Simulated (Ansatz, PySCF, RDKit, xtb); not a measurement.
Noncovalent pair: HCl (SMILES Cl) (first 2 atoms) with C2H4 (SMILES C=C); geometry from B3LYP-D3(BJ)/def2-TZVP, rigid monomers moved along the line of their centres of mass till H2···C3 is 3.35 Å.
(charge 0, multiplicity 1):
```xyz
8

Cl     0.30879    -0.48084     0.00354
H      0.19250    -0.28752     1.27726
C     -0.68065     0.50650     4.40771
C      0.47581    -0.11336     4.60864
H     -1.62104    -0.03117     4.40159
H     -0.73220     1.57632     4.24549
H      1.41583     0.42491     4.61856
H      0.52704    -1.18256     4.77485
```

Counterpoise-corrected where a basis set is named; no monomer relaxation. RDKit's UFF carries no charges.

The values were computed with Ansatz (Gaussian orbitals); PySCF for the dispersion terms; RDKit for the force fields; xtb for the GFN methods. 

Question: What is the computed interaction energy (PBE0-D4/def2-TZVPPD)?

Answer: -76 meV

Question: Give the interaction energy at the level UFF.

Answer: -21 meV

Question: What interaction energy does GFN-FF give?

Answer: -40 meV

Ansatz is an electronic-structure program.
